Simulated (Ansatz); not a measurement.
`Cl[Si](Cl)([SeH])[SeH]` → `Cl[Si]Cl` + `[SeH][SeH]` at 298.15 K and 1 bar (silylene formation by 1,1-elimination).

Computed with Ansatz on PBE0-D4/def2-TZVP structures; ΔE is electronic, products minus reactants. CBS: MP2 limit from def2 TZ/QZ plus the TZ coupled-cluster correction, frozen cores. This one scheme is used for every species. For Se outer-core shells are correlated without core-valence functions, which leaves a few kJ/mol of doubt a bond. Scalar relativity is left out up to krypton. One conformer a species, not always the lowest.

```tsv
species	CCSD(T)/CBS energy (Eh)	H − E (kJ/mol)	S (J/(mol·K))
`Cl[Si](Cl)([SeH])[SeH]`	-6011.41222	80.2	396.8
`Cl[Si]Cl`	-1208.69388	19.9	281.9
`[SeH][SeH]`	-4802.61264	54.2	278.2
```

H − E and S are ideal-gas, rigid-rotor, harmonic terms from PBE0-D4/def2-TZVP, for one conformer and one mirror image of each species. 1 Eh = 2625.50 kJ/mol, R = 8.31446 J/(mol·K).

Task: By hand: ΔE, ΔH, ΔS and ΔG.

Result: ΔE = (-1208.69388) + (-4802.61264) − (-6011.41222) = 0.10570 Eh = 277.5 kJ/mol. Δ(H − E) = 19.9 + 54.2 − 80.2 = -6.1, so ΔH = 271.4 kJ/mol. ΔS = 281.9 + 278.2 − 396.8 = 163.3 J/(mol·K). ΔG = 271.4 − 298.15 × (163.3)/1000 = 222.7 kJ/mol.

Task: By hand: the equilibrium constant, and the temperature at which ΔG would vanish if ΔH and ΔS stayed fixed.

Result: log₁₀ K = −ΔG/(RT ln 10) = -39.0. ΔG = 0 at ΔH/ΔS = 1662 K.

The number of gas molecules changes by +1, which sets the sign of ΔS. A doubt of 5 kJ/mol in ΔE shifts log₁₀ K by 0.9 here. Other conformers and mirror images would add mixing entropy, several J/(mol·K) or more a flexible species. These are equilibria of isolated gas molecules and say nothing of rates. Largest T1 diagnostic: 0.013 (customary marks: 0.02 for closed shells, 0.045 for open ones).
